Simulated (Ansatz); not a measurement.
Wavefunction ladder for `[Br][Bi]([Br])[Br]`

```xyz
4

Br   -1.379    1.211   -1.364
Bi   -0.621   -0.633    0.277
Br    0.508    0.857    2.058
Br    1.492   -1.435   -0.971
```

Charge 0, multiplicity 1. Correlated methods include outer-core shells of Bi, Br, which these sets cover unevenly. Scalar relativity is left out up to krypton. Bi: def2 effective core potential. The geometry is a stationary point of PBE0-D4/def2-TZVP. Frozen core, restricted reference, Ansatz 0.2.0.

```csv
basis,HF (Eh),MP2 corr.
def2-SVP,-7929.98619,-0.79725
def2-TZVPP,-7930.95094,-1.24834
def2-QZVPP,-7931.10207,-2.32793
```

(1) Estimate the CCSD correlation energy and the (T) correction in each basis where they were run (hartree).

## Answers

(1) 
| basis | CCSD corr. | (T) |
| --- | --- | --- |
| def2-SVP | -0.80285 | -0.02040 |
| def2-TZVPP | -1.22408 | -0.04157 |
